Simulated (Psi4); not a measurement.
silicon atom (Si), triplet; BLYP/6-31G** (Psi4 1.11).

Psi4 was given this input:
```
memory 2 GB

molecule {
0 3
Si    0.00000000    0.00000000    0.00000000
}

set {
  basis 6-31g**
  reference uks
}

energy('blyp')
print_variables()
```

Q: Predict the main parts of the log of this Psi4 run.

A: 
```
   => Loading Basis Set <=

    Name: 6-31G**
    Role: ORBITAL
    Keyword: BASIS

         ---------------------------------------------------------
                                   SCF
               by Justin Turney, Rob Parrish, Andy Simmonett
                          and Daniel G. A. Smith
                              UKS Reference
         ---------------------------------------------------------

  ==> Geometry <==

    Molecular point group: d2h
    Geometry (in Angstrom), charge = 0, multiplicity = 3:

       Center              X                  Y                   Z               Mass
    ------------   -----------------  -----------------  -----------------  -----------------
         SI           0.000000000000     0.000000000000     0.000000000000    27.976926534650

  Running in d2h symmetry.

  Rotational constants: A = ************  B = ************  C = ************ [cm^-1]
  Rotational constants: A = ************  B = ************  C = ************ [MHz]
  Nuclear repulsion =    0.000000000000000

  Charge       = 0
  Multiplicity = 3
  Electrons    = 14
  Nalpha       = 8
  Nbeta        = 6

  ==> Algorithm <==

  SCF Algorithm Type is DF.
  DIIS enabled.
  MOM disabled.
  Fractional occupation disabled.
  Guess Type is CORE.
  Energy threshold   = 1.00e-06
  Density threshold  = 1.00e-06
  Integral threshold = 1.00e-12

  ==> Primary Basis <==

  Basis Set: 6-31G**
    Blend: 6-31G**
    Number of shells: 8
    Number of basis functions: 19
    Number of Cartesian functions: 19
    Spherical Harmonics?: false
    Max angular momentum: 2

  ==> DFT Potential <==

   => LibXC <=

    Version 7.1.2
    S. Lehtola, C. Steigemann, M. J. T. Oliveira, and M. A. L. Marques,  SoftwareX 7, 1–5 (2018) (10.1016/j.softx.2017.11.002)

   => Composite Functional: BLYP <=

    BLYP GGA Exchange-Correlation Functional

    P.J. Stephens et. al., J. Phys. Chem., 98, 11623-11627, 1994
    B. Miehlich et. al., Chem. Phys. Lett., 157(3), 200-206 1989

    Deriv               =              1
    GGA                 =           TRUE
    Meta                =          FALSE

    Exchange Hybrid     =          FALSE
    MP2 Hybrid          =          FALSE

   => Exchange Functionals <=

    1.0000     XC_GGA_X_B88

   => Correlation Functionals <=

    1.0000     XC_GGA_C_LYP

   => LibXC Density Thresholds  <==

    XC_GGA_C_LYP:  1.00E-14
    XC_GGA_X_B88:  1.00E-15

   => Molecular Quadrature <=

    Radial Scheme          =       TREUTLER
[...]
   @S   Expected:                1.000000000E+00
   @S   Observed:                1.000000000E+00

    Orbital Energies [Eh]
    ---------------------

    Alpha Occupied:

[...]
    Alpha Virtual:

[...]
    Beta Occupied:

[...]
    Beta Virtual:

[...]
       7Ag     2.830198

    Final Occupation by Irrep:
             Ag   B1g   B2g   B3g    Au   B1u   B2u   B3u
    DOCC [     3,    0,    0,    0,    0,    1,    1,    1 ]
    SOCC [     0,    0,    0,    0,    0,    0,    1,    1 ]
    NA   [     3,    0,    0,    0,    0,    1,    2,    2 ]
    NB   [     3,    0,    0,    0,    0,    1,    1,    1 ]

  @DF-UKS Final Energy:  -289.35567809220794

   => Energetics <=

    Nuclear Repulsion Energy =              0.0000000000000000
    One-Electron Energy =                -400.5866433033335170
    Two-Electron Energy =                 132.0304198989912834
    DFT Exchange-Correlation Energy =     -20.7994546878657225
    Empirical Dispersion Energy =           0.0000000000000000
    VV10 Nonlocal Energy =                  0.0000000000000000
    Total Energy =                       -289.3556780922079383

  UHF NO Occupations:
  HONO-2 :    3 Ag 1.9992224
  HONO-1 :    2B3u 1.0000000
  HONO-0 :    2B2u 1.0000000
  LUNO+0 :    4 Ag 0.0007776
  LUNO+1 :    3B3u 0.0000002
  LUNO+2 :    3B2u 0.0000002
  LUNO+3 :    5 Ag 0.0000001

Computation Completed

Properties will be evaluated at   0.000000,   0.000000,   0.000000 [a0]

Properties computed using the SCF density matrix

 Multipole Moments:

 ------------------------------------------------------------------------------------
     Multipole            Electronic (a.u.)      Nuclear  (a.u.)        Total (a.u.)
 ------------------------------------------------------------------------------------

 L = 1.  Multiply by 2.5417464519 to convert [e a0] to [Debye]
 Dipole X            :          0.0000000            0.0000000            0.0000000
 Dipole Y            :          0.0000000            0.0000000            0.0000000
 Dipole Z            :          0.0000000            0.0000000            0.0000000
 Magnitude           :                                                    0.0000000

 ------------------------------------------------------------------------------------

  Variable Map:
  ----------------------------------------------------------------------------
[...]
  Array Variable Map:
  ----------------------------------------------------------------------------
[...]
[...]
```
